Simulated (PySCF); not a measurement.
C₆H₇FO.
Cartesian coordinates in Å at the GFN2-xTB level; atoms count from 1:
```
atom  x, y, z in Å
C1    -2.077    0.151    0.230
C2    -0.591    0.236    0.103
C3     0.079    1.382    0.198
O4     1.429    1.520    0.111
C5     2.139    0.385   -0.067
C6     1.614   -0.831   -0.172
C7     0.137   -1.045   -0.192
F8    -0.243   -1.500   -1.476
H9    -2.344   -0.496    1.066
H10   -2.511    1.133    0.388
H11   -2.499   -0.286   -0.675
H12   -0.400    2.331    0.386
H13    3.200    0.581   -0.084
H14    2.246   -1.692   -0.309
H15   -0.182   -1.863    0.471
```

The closed-shell ground state was solved at several levels (PySCF, density fitting, gas phase, non-relativistic).

```
        level  basis functions  HOMO (eV)  LUMO (eV)  gap (eV)  dipole (D)
PBE0/pcSseg-1              171      -6.86       0.00      6.86        1.73
  B3LYP/pcJ-1              286      -6.63      -0.21      6.42        1.73
```

Q: What might PBE0/def2-SVPD (222 basis functions) give for the same quantities?

A: HOMO -6.90 eV, LUMO -0.07 eV, gap 6.83 eV, dipole 1.78 D.

Q: Over all these levels, which gives the widest orbital gap and which the narrowest?

A: PBE0/pcSseg-1 (global hybrid, 25 % exact exchange) has the widest, 6.86 eV, and B3LYP/pcJ-1 (global hybrid, 20 % exact exchange) the narrowest, 6.42 eV. Functional and basis both differ between the two, so the spread mixes both effects.

Q: How far do the dipole and the HOMO energy spread over the levels?

A: The dipole runs from 1.73 to 1.78 D (mean 1.75 D) and the HOMO from -6.90 to -6.63 eV.
